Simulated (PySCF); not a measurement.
Computed spin Hamiltonian

C₇H₁₁N (charge -1 and doublet state).
Z-matrix (Å and degrees, GFN2-xTB geometry), rows numbered from 1:
```
C 
N   1  1.4485
C   2  1.4609  1  112.39
C   3  1.4642  2  121.44  1    74.15
C   4  1.4469  3  107.50  2   159.37
C   5  1.5095  4  108.54  3   -24.37
C   3  1.5076  2  119.58  1  -148.05
C   7  1.5090  3   61.43  2   101.65
H   1  1.0958  2  109.56  3   179.42
H   1  1.1019  2  114.09  3   -58.94
H   1  1.0914  2  108.16  3    61.06
H   2  1.0192  1  108.88  3   118.43
H   4  1.0924  3  119.97  2   -57.94
H   5  1.0943  4  119.62  3  -162.80
H   6  1.1106  5  112.60  4   142.33
H   6  1.1181  5  114.69  4   -97.49
H   7  1.0870  3  121.94  8  -106.05
H   8  1.0809  3  118.00  7  -107.53
H   8  1.0847  3  118.78  7   105.48
```

The hyperfine couplings belong to this conformer and change with its torsions.

The species is `CN[C@@]12[CH-][CH]C[C@@H]1C2` [radical] (charge -1).

Computed with UKS B3LYP, pcH-1 on C H N, non-relativistic, mean-field spin-orbit, GIAO in PySCF. Whether the extra electron is bound in the gas phase wasn't checked; a finite basis holds it in any case. A GFN2-xTB geometry isn't a minimum of the functional, and hyperfine couplings can be far from their values at a DFT geometry, by a factor of two or more for some ions and for spin on atoms past the first row. Stability of the SCF solution: not tested.

```json
{"g1, g2, g3": "2.00219, 2.00246, 2.00306", "g_iso": "2.00257", "Form of g": "rhombic: the two nearest values differ by 31 % of g3 − g1", "⟨S²⟩": "0.7536 (exact 0.7500)", "α and β electrons": "31, 30", "HOMO–LUMO gap, α and β orbitals": "2.19, 4.77 eV", "Total energy": "-328.01610 Eh"}
```

Isotropic coupling and dipolar principal values T1 to T3, in G (MHz turned into gauss with g_iso; 10 G = 1 mT):

```csv
atom,isotope,a_iso,T1,T2,T3,Mulliken spin population
C1,13C,-0.5,-0.1,-0.1,0.3,0.00
N2,14N,4.4,-0.3,-0.3,0.6,0.00
C3,13C,-2.9,-0.9,-0.2,1.1,-0.02
C4,13C,16.9,-12.1,-11.6,23.7,0.39
C5,13C,35.3,-14.7,-14.5,29.1,0.49
C6,13C,-2.8,-0.8,-0.1,0.9,-0.03
C7,13C,4.2,-0.7,-0.2,0.9,0.00
C8,13C,5.8,-1.6,-1.0,2.7,0.05
H9,1H,0.5,-0.3,-0.2,0.5,0.00
H10,1H,0.5,-0.6,-0.5,1.1,0.00
H11,1H,-0.1,-0.4,-0.3,0.7,0.00
H12,1H,-1.3,-1.7,0.2,1.5,0.04
H13,1H,7.1,-5.6,-0.3,5.8,0.00
H14,1H,4.3,-6.5,-0.6,7.1,-0.01
H15,1H,16.5,-1.4,-0.9,2.3,0.02
H16,1H,17.5,-1.2,-0.7,1.9,0.05
H17,1H,-0.5,-0.7,-0.5,1.2,0.00
H18,1H,-1.1,-1.3,-0.3,1.6,0.00
H19,1H,-1.1,-1.2,-0.2,1.4,0.00
```

The largest Mulliken spin populations are on C5 (+0.49) and C4 (+0.39).

The SMILES `CN[C@@]12[CH-][CH]C[C@@H]1C2` draws the unpaired electron on C5, whose computed spin population is only +0.49.

Axes: g3 points within 12° of the C3–C4 bond.

Under fast tumbling the dipolar parts average out, and these isotropic splittings remain (the largest six): 1 × 1H (H16, I = 1/2, 2 lines) with 1.75 mT, 1 × 1H (H15, I = 1/2, 2 lines) with 1.65 mT, 1 × 1H (H13, I = 1/2, 2 lines) with 0.71 mT, 1 × 14N (N2, I = 1, 3 lines) with 0.44 mT, 1 × 1H (H14, I = 1/2, 2 lines) with 0.43 mT and 1 × 1H (H12, I = 1/2, 2 lines) with 0.13 mT.

The 13C coupling of C5 (99.0 MHz) shows only in satellite lines or after enrichment, since that isotope makes up about 1.07 % of natural carbon.

The spin density at the nucleus, in bohr⁻³, is negative for C3 (-0.0071), C6 (-0.0069) and C1 (-0.0014), for instance. A restricted open-shell determinant has no negative spin density anywhere; here it arises because α and β orbitals differ (spin polarisation).
